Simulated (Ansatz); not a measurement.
Ansatz (a program for electronic structure) input (RPA@PBE/def2-TZVPP):

Ansatz 0.2 input:
```yaml
crystal:
  periodic: [false, false, false]
  atoms:
    - {symbol: Se, position_ang: [0.19742117, -0.16359053, 0.58407614]}
    - {symbol: Cl, position_ang: [0.90839488, 1.43153558, -0.62899113]}
    - {symbol: Cl, position_ang: [-1.25707067, -1.14350709, -0.61827994]}
    - {symbol: H, position_ang: [-0.78483133, 0.66559362, 1.34501945]}
basis:
  gaussian:
    orbitals: def2-TZVPP
hamiltonian:
  xc: pbe
total_charge: 1
magnetization: {spin_polarized: false}
correlation: {method: rpa, electrons: outside_noble_gas}
```

End of the output:

```
integrals: 0.15 GiB planned
901 factors; integrals over basis functions are off by at most 8.9e-4 eV
mean field: 0.84 GiB planned
mean field evaluation 1: about -90380.8377 eV, gradient 3.5e1 eV
mean field evaluation 2: about -90380.8312 eV, gradient 3.5e1 eV
mean field evaluation 4: about -90383.0209 eV, gradient 1.4e1 eV
mean field evaluation 8: about -90383.5421 eV, gradient 2.3e-1 eV
mean field evaluation 16: about -90383.5422 eV, gradient 2.1e-5 eV
mean field -90383.54218917 eV, -3321.5339112866 hartree, gradient 2.8e-6 eV, S^2 0.000000; 0 other end points of the search recorded, 0 dependent functions left out
24 core orbitals not correlated
reference -90316.67765272 eV, -3319.0766848945 hartree; 10, 10 occupied and 112, 112 virtual orbitals, 901 factors
Total energy: -90341.08826474 eV, -3319.9737583402 hartree
```

It need not be the lowest isomer of its formula.
